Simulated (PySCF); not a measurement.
# Calculated NMR parameters of O=C1CCC(=O)O1

```
Formula                               : C4H4O3
SMILES                                : O=C1CCC(=O)O1
Point group of the computed structure : C2v
Degrees of unsaturation               : 3
Carbon signals                        : 2
Proton signals                        : 1
```

Mapped SMILES: `[O:1]=[C:2]1[CH2:3][CH2:4][C:5](=[O:6])[O:7]1`; H(Xn) means a hydrogen on atom n.

- shieldings: GIAO PBE0/pcSseg-1
- geometry from GFN2-xTB
- B3LYP/pcJ-1 coupling constants (without the spin–dipole term)
- run in PySCF 2.14.0 with density-fitted response routines
- no relativistic terms, a single conformation, equivalent nuclei averaged, no solvent

δ = σ(ref) − σ, references computed at the same level: TMS for 1H and 13C; H2O for 17O.

| carbon | δC, type | δH (multiplicity, J in Hz) | HMBC from (abs. J ≥ 3 Hz) | span of the C tensor (ppm) |
| --- | --- | --- | --- | --- |
| C2/C5 | 176.4, C | – | H(C3)/H(C4) | 169 |
| C3/C4 | 30.8, CH2 | 2.78 (s) | – | 47 |

Other nuclei:
```csv
atoms,nucleus,environment,δ (ppm),σ (ppm)
O1/O6,17O,ester carbonyl oxygen,472.0,-135.9
O7,17O,ester alkoxy oxygen,353.8,-17.7
```

Selected couplings (Hz, signed; the shortest-range and largest first, 30 at most; isotopes 13C, 1H): 1J(C3,H(C3)) 142.4, 1J(C2,C3) 49.9.

Carbon types of the structure: 2 × C, 2 × CH2, which accounts for all hydrogens. δC 176.4: anhydride carbonyl carbon; lone-pair donation from the attached heteroatom keeps it upfield of a ketone carbonyl. δC 30.8: sp3 CH2 α to a carbonyl; the adjacent C=O deshields it moderately. δH 2.78: hydrogen on an sp3 CH2 α to a carbonyl; α to C=O.

Shifts are as computed. Against solution values, carbons near 30 ppm lie about +3 ppm off and those near 130 ppm about +5 ppm. Of 1211 compounds with measured shifts, 218 miss one by over three times the rms of a fit or turn the order of signals round; such compounds aren't used in these exercises. Unscaled 17O shifts of doubly bonded oxygen tend to come out too high, by tens of ppm or more. Experimental scales use liquid or dissolved standards, which lie at an offset from isolated H2O (liquid H2O: subtract about 36 ppm).
